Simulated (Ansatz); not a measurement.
`[F][Hf]([SH])([SH])[SH]`. The species carries charge 0 and has multiplicity 1. Hf takes the def2 core potential. Geometry: relaxed with PBE0-D4/def2-TZVP. It is one conformer, not always the lowest.

```xyz
8

F    -1.600    1.101   -0.254
Hf   -0.054    0.037   -0.008
S    -0.267   -1.383    1.948
S     0.334   -1.401   -1.925
S     1.920    1.415    0.292
H    -0.845   -0.379    2.641
H    -0.986   -1.657   -2.029
H     1.499    2.267   -0.665
```

Question: What is the dipole moment at PBE/def2-TZVPP? (Best estimate.)

Answer: Ansatz gave: 1.22 D, with components (-1.00, 0.69, -0.16) D in this frame, pointing from negative to positive charge.

Question: And with r2SCAN, B3LYP, ωB97M-V? (An estimate is asked.)

Answer: Ansatz gave: r2SCAN 1.32 D, B3LYP 1.17 D, ωB97M-V 1.27 D.

Question: Give the Mulliken charges with PBE, ωB97M-V, B3LYP in def2-TZVPP. (Estimate.)

Answer: Ansatz gave: 
| atom | PBE | ωB97M-V | B3LYP |
| --- | --- | --- | --- |
| F1 | -0.27 | -0.31 | -0.32 |
| Hf2 | 0.71 | 0.71 | 0.82 |
| S3 | -0.27 | -0.26 | -0.28 |
| S4 | -0.27 | -0.26 | -0.28 |
| S5 | -0.27 | -0.26 | -0.28 |
| H6 | 0.12 | 0.13 | 0.11 |
| H7 | 0.12 | 0.13 | 0.11 |
| H8 | 0.12 | 0.13 | 0.11 |

B3LYP here is the variant with VWN-RPA as its local correlation; programs differ in this.
